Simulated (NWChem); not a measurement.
SOF, doublet; SMILES F[S]=O

Results from NWChem. Pople sets run with spherical d functions. Spin-unrestricted. In the optimisation the excess spin sits in a" (Cs, its own frame). No stability test was run on the SCF state. Each level has its own optimisation; frequencies are unscaled.

Problem. Taking PBE/6-311++G** as the yardstick, which of these has the fewest basis functions while keeping “r F–S (Å)” within 0.003 Å of it: PBE/STO-3G; PBE/6-311G**; PBE/3-21G; PBE/6-31+G*; PBE/6-31G*?

Solution. none of them.
| level | basis functions | r F–S (Å) | relative time (rough) |
|---|---|---|---|
| PBE/STO-3G | 19 | 1.746 | 1 |
| PBE/3-21G | 31 | 1.753 | 2 |
| PBE/6-31G* | 46 | 1.661 | 5 |
| PBE/6-31+G* | 58 | 1.684 | 7 |
| PBE/6-311G** | 62 | 1.683 | 6 |
| PBE/6-311++G** | 74 | 1.695 | 9 |

The yardstick is one finite set, not the basis-set limit.
